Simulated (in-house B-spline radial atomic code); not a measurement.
Results of a calculation; reference values are marked as such.
**Weak and strong correlation along the adiabatic connection**

Two-electron singlets in several external potentials (atomic units), by full CI in B-splines with partial waves to l = 8 (correlation energies up to 0.6 % small). The repulsion is scaled by λ at fixed density; W(λ) is the mean repulsion less the Hartree energy, W(0) = E_x, and the area under W from 0 to 1 is E_xc.

Relative drop (W(λ) − E_x)/E_x:

| system | λ = 0.12 | λ = 0.25 | λ = 0.4 | λ = 0.6 | λ = 0.8 | λ = 1 |
| --- | --- | --- | --- | --- | --- | --- |
| ω²r²/2 − Z/r, ω = 2.03, Z = 3 | 0.0056 | 0.0115 | 0.0181 | 0.0265 | 0.0346 | 0.0423 |
| ω²r²/2, ω = 0.0652 | 0.0652 | 0.1152 | 0.1562 | 0.1939 | 0.2202 | 0.2396 |
| −Z exp(−kr)/r, Z = 1.86, k = 0.358 | 0.0132 | 0.0266 | 0.0409 | 0.0585 | 0.0745 | 0.0891 |
| −Z/r, Z = 2.25 | 0.0095 | 0.0193 | 0.0301 | 0.0435 | 0.0561 | 0.0678 |
| −Z/r, Z = 8.05, wall at 0.72 bohr | 0.0023 | 0.0047 | 0.0075 | 0.0111 | 0.0147 | 0.0182 |
| −V exp(−r²/w²), V = 1.76, w = 8.85 | 0.0363 | 0.0689 | 0.0998 | 0.1325 | 0.1582 | 0.1788 |
| ω²r²/2 − Z/r, ω = 0.278, Z = 0.5 | 0.0233 | 0.0457 | 0.0682 | 0.0940 | 0.1158 | 0.1345 |

**Question.** Order the systems by how far second-order (GL2) theory, half the initial slope (estimated from the first points of each curve), overshoots the correlation energy, least first.
A. −Z/r, Z = 2.25
B. −V exp(−r²/w²), V = 1.76, w = 8.85
C. −Z exp(−kr)/r, Z = 1.86, k = 0.358
D. ω²r²/2, ω = 0.0652
E. ω²r²/2 − Z/r, ω = 2.03, Z = 3
F. −Z/r, Z = 8.05, wall at 0.72 bohr
G. ω²r²/2 − Z/r, ω = 0.278, Z = 0.5

**Answer.** F (GL2/E_c = 1.03), E (GL2/E_c = 1.08), A (GL2/E_c = 1.13), C (GL2/E_c = 1.18), G (GL2/E_c = 1.34), B (GL2/E_c = 1.53), D (GL2/E_c = 2.01).

**Question.** What else changes along this order?

**Answer.** The ratio follows the bend of the curve. With it the leading natural occupation goes from 1.999 to 1.763 and −T_c/E_c from 0.97 to 0.50 between the first and the last.
